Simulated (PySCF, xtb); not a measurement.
In(H)(F)(OH) (FH2InO), SMILES [InH]([OH])[F].

GFN2-xTB run with xtb at its own geometry gives an orbital gap of 4.04 eV and a dipole moment of 2.31 D.

The structure is a stationary point at B3LYP-D3(BJ)/def2-TZVP. The def2 effective core potentials stand for the cores of In; spin–orbit coupling is left out. The values are those of a single conformer.

Problem. What does PySCF with PBE0/def2-TZVPD give? (The exact figures need the calculation; the answer reports its results.)

Solution. gap 7.33 eV (levels -8.90 and -1.58 eV), dipole 2.08 D.
